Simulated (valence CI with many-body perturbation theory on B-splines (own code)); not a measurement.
Results of a calculation; reference values are marked as such.
**Ta⁶⁰⁺: input, log and results**

Level of theory: valence CI with perturbative core correlation (CI+MBPT): three valence electrons over a frozen Dirac-Fock core [Ne], radial functions for each j: 11 s, 11 p, 9 d, 7 f, 5 g, 2 h, 1 i, with the one-electron correlation potential Σ1 (screened to all orders), the two-electron term Σ2, the three-electron term Σ3, Breit, model QED; selected single and double excitations, second order for the rest (own B-spline code, finite nucleus).

Command, and the settings that its task file holds:

```sh
python run_cv.py task.json out
```

```
atom Ta  Z=73  mass_number=181  rms_radius_fm=5.3507
core [Ne]
valence 3s2 3p1
avg = 1
basis = L
breit = 1
cap = 40000
capref = 1200
cscale = 1
de = 0.0
dress = 0
eps = 2e-08
h = 0.27
hh = 1
l2 = 3
lcore = 6
maxit = 60
n2 = 5
natural = 1
nlev = 60
nno = [7, 7, 6, 5, 4, 2, 1]
nroot = 26
nsp = [4, 4, 3, 2, 1, 0, 0]
pt2 = 1
qed = 1
rpa = 1
s1 = 1
s2 = 1
s3 = 1
screen = 1
tol = 2e-05
```

Roughly how long does this run take on one core of Arm Neoverse V1, and how much memory?

96 s on 1 thread of Arm Neoverse V1 (shared host), peak memory 0.65 GiB.

Log. The first blocks belong to the next ion, which gives the ionisation energy. Fields: 2J, parity (1 odd), roots, reference size, generating configurations, candidates as configurations/state functions, variational space P, stored matrix elements, Davidson steps; e2 is the range of second-order energies in hartree. The first line gives the box (bohr), its intervals, the orbitals and the steps of their self-consistent field. Window is the range of levels sought, series limit the energy at which the first omitted orbital would enter, core excitation an estimate of the first excitation out of the core, left out the lowest levels not solved, and shifts from estimates the range by which levels moved from their first estimate, all in cm⁻¹.

```
rmax 1.9 intervals 55 orbitals 81 references ['3s2 3p', '3s2 3d', '3s 3p2', '3s 3p 3d', '3p3'] scf 2 t 0.9
2J=0 par=0 roots 2 ref 20 generators 4 cand 362/362 P 368/368 nnz 0 it 0
2J=0 par=0 roots 2 ref 20 generators 4 cand 14/14 P 381/381 nnz 0 it 0
   second order: generators 5 cand 1/1 e2 -0.00000 -0.00000
reference levels 715, estimated 125, window 10827323 1/cm; series limit 40104130, core excitation 65488427
2J=1 par=1 roots 7 ref 55 generators 8 cand 3592/5471 P 3551/5381 nnz 4e+06 it 4
2J=1 par=1 roots 7 ref 55 generators 10 cand 1741/2644 P 4239/6467 nnz 5.6e+06 it 4
   second order: generators 13 cand 3355/5296 e2 -0.00001 -0.00000
2J=1 par=0 roots 9 ref 58 generators 11 cand 3572/5478 P 4079/6250 nnz 5.2e+06 it 5
2J=1 par=0 roots 9 ref 58 generators 12 cand 1244/1786 P 4616/7105 nnz 6.8e+06 it 4
   second order: generators 17 cand 2973/4672 e2 -0.00001 -0.00000
2J=3 par=1 roots 12 ref 89 generators 13 cand 5431/11398 P 3835/7998 nnz 8.7e+06 it 5
2J=3 par=1 roots 12 ref 89 generators 14 cand 2833/5989 P 5243/11258 nnz 1.6e+07 it 5
   second order: generators 18 cand 4163/9633 e2 -0.00001 -0.00000
2J=3 par=0 roots 13 ref 92 generators 11 cand 5417/11369 P 3786/8000 nnz 8.6e+06 it 5
2J=3 par=0 roots 13 ref 92 generators 15 cand 2893/5961 P 5632/12105 nnz 1.9e+07 it 5
   second order: generators 21 cand 3736/8762 e2 -0.00001 -0.00000
2J=5 par=0 roots 12 ref 94 generators 11 cand 5996/14151 P 3467/7999 nnz 8.8e+06 it 5
2J=5 par=0 roots 12 ref 94 generators 13 cand 3719/8746 P 5740/13868 nnz 2.5e+07 it 6
   second order: generators 20 cand 4286/11863 e2 -0.00001 -0.00000
2J=5 par=1 roots 10 ref 86 generators 10 cand 6048/14135 P 3511/7999 nnz 8.7e+06 it 4
2J=5 par=1 roots 10 ref 86 generators 11 cand 3628/8722 P 5427/13065 nnz 2.2e+07 it 4
   second order: generators 14 cand 4608/12633 e2 -0.00001 -0.00000
2J=7 par=1 roots 5 ref 63 generators 7 cand 5730/13865 P 3409/8000 nnz 9e+06 it 4
2J=7 par=1 roots 5 ref 63 generators 8 cand 3405/8427 P 4683/11354 nnz 1.8e+07 it 4
   second order: generators 9 cand 3613/10268 e2 -0.00002 -0.00001
2J=9 par=1 roots 2 ref 33 generators 3 cand 4743/11404 P 2683/6007 nnz 5.3e+06 it 4
2J=9 par=1 roots 2 ref 33 generators 4 cand 3194/7930 P 3556/8274 nnz 9.8e+06 it 4
   second order: generators 7 cand 5117/14683 e2 -0.00002 -0.00001
2J=7 par=0 roots 6 ref 67 generators 6 cand 5666/13821 P 3277/7999 nnz 9.4e+06 it 4
2J=7 par=0 roots 6 ref 67 generators 8 cand 3547/8386 P 4864/12126 nnz 2.1e+07 it 4
   second order: generators 14 cand 4810/13918 e2 -0.00001 -0.00001
2J=9 par=0 roots 3 ref 41 generators 4 cand 4671/11419 P 2897/6790 nnz 7.7e+06 it 4
2J=9 par=0 roots 3 ref 41 generators 4 cand 3020/7167 P 3701/8797 nnz 1.2e+07 it 4
   second order: generators 8 cand 3660/10192 e2 -0.00002 -0.00001
left out: unestimated 15763721, estimated 12114181, shifts from estimates -12 to 44
operators 0.8
```

The Davidson iterations converged.

The last digits are not significant, and no measured levels were compared; by estimate large intervals hold to a few tenths of a per cent, small ones and those within an open d or f shell to about a per cent.

* Valence energy: -741.5221 hartree
* Ionisation energy: 6503.2 eV (NIST: 6502 ± 10 eV (theoretical))
* Reference configurations for the orbitals: 3s2 3p, 3s2 3d, 3s 3p2, 3s 3p 3d, 3p3
* Radial orbitals: 81
* Box radius: 1.879 bohr
* Largest variational space: 13868
* Lowest levels: (3s^2 3p1/2) J=1/2 0.00, (3s 3p1/2^2) J=1/2 163.80, (3s^2 3p3/2) J=3/2 340.71, (3s 3p1/2 3p3/2) J=3/2 [a] 474.82, (3s 3p1/2 3p3/2) J=5/2 492.64, (3s 3p1/2 3p3/2) J=3/2 [b] 513.49, (3s 3p1/2 3p3/2) J=1/2 523.34, (3s^2 3d3/2) J=3/2 570.41, (3s^2 3d5/2) J=5/2 638.93, (3p1/2^2 3p3/2) J=3/2 674.22, (3s 3p1/2 3d3/2) J=3/2 [a] 687.54, (3s 3p1/2 3d3/2) J=5/2 699.70, (3s 3p1/2 3d3/2) J=1/2 725.70, (3s 3p1/2 3d3/2) J=3/2 [b] 732.04 eV

Levels are named by their leading jj configuration (3d3/2^4 stands for four electrons in 3d with j = 3/2), which in mixed levels can hold well under half, so a name can repeat and another be missing. Letters in brackets count levels of one name in rising energy.
